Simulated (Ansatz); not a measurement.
Mulliken charges of H$_{3}$NO$_{3}$W, SMILES `[NH2][W](=[O])(=[O])[OH]` from PBE/def2-TZVPP in Ansatz (PBE0-D4/def2-TZVP geometry).

```json
{"atom": "N1", "x (Å)": "0.173", "y (Å)": "1.429", "z (Å)": "-0.182", "charge (e)": "-0.437"}
{"atom": "W2", "x (Å)": "0.180", "y (Å)": "-0.509", "z (Å)": "-0.229", "charge (e)": "0.966"}
{"atom": "O3", "x (Å)": "1.617", "y (Å)": "-1.048", "z (Å)": "0.519", "charge (e)": "-0.362"}
{"atom": "O4", "x (Å)": "0.109", "y (Å)": "-0.994", "z (Å)": "-1.865", "charge (e)": "-0.365"}
{"atom": "O5", "x (Å)": "-1.323", "y (Å)": "-1.214", "z (Å)": "0.676", "charge (e)": "-0.378"}
{"atom": "H6", "x (Å)": "0.704", "y (Å)": "1.973", "z (Å)": "0.482", "charge (e)": "0.182"}
{"atom": "H7", "x (Å)": "-0.178", "y (Å)": "2.001", "z (Å)": "-0.935", "charge (e)": "0.184"}
{"atom": "H8", "x (Å)": "-1.281", "y (Å)": "-1.640", "z (Å)": "1.534", "charge (e)": "0.210"}
```

By hand: the dipole of these point charges (1 e Å = 4.8032 D).

Σ q r = (-0.200, 0.468, 0.333) e Å, of length 0.608 e Å = 2.92 D.

How does the dipole of the full density compare? (An estimate is asked.)

Computed: (-0.288, 0.571, 0.490) e Å, 3.87 D; the point charges give 0.75 times that, at 5° from its direction.

Point charges leave out the atoms' own dipoles, such as those of lone pairs, and Mulliken's split depends on the basis, so the two needn't agree.
